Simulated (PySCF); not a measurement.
A structure optimised at B3LYP-D3(BJ)/def2-SVP, used in a PySCF frequency run:

```xyz
10

N     -0.3735    -3.3382     0.0000
C     -0.2400    -2.1809     0.0000
N     -0.1934    -0.8497     0.0000
C      0.9199    -0.2118     0.0000
O      0.9500     1.1012     0.0000
Si    -0.5065     2.0437     0.0000
H      1.9156    -0.6837     0.0000
H     -1.2760     1.7523    -1.2327
H     -1.2760     1.7523     1.2327
H      0.0161     3.4299     0.0000
```

Q: Write its SMILES, formula and point group.

A: N#C/N=C/O[SiH3], C₂H₄N₂OSi, Cs

Q: What are its rotational constants (standard atomic weights)?

A: 11.250, 1.3234, 1.2013 GHz
